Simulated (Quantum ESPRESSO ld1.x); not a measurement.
Results of a calculation; reference values are marked as such.
Question: All-electron atom: B3+ in 1s1 2p1 (not the ground configuration). Level of theory: non-relativistic Kohn-Sham, LDA (Slater exchange, Perdew-Wang correlation), spin-polarised, spherical densities, point nucleus; open shells are filled with parallel spins first (ld1.x of Quantum ESPRESSO 7.5). Some entries of the table are withheld. Estimate them.

orbital,occ.,eigenvalue (eV),<r> (bohr)
1s up,1,-278.922,(1)
1s down,0,-238.812,(2)
2s up,0,-52.7664,(3)
2p up,1,-48.5180,1.200
2s down,0,-44.8727,(4)
2p down,0,-40.2132,1.352
3p up,0,(5),3.200
3p down,0,(6),3.520

Answer: 
(1) 1s up <r> (bohr): 0.3068
(2) 1s down <r> (bohr): 0.3259
(3) 2s up <r> (bohr): 1.361
(4) 2s down <r> (bohr): 1.494
(5) 3p up eigenvalue (eV): -18.0771
(6) 3p down eigenvalue (eV): -16.3041
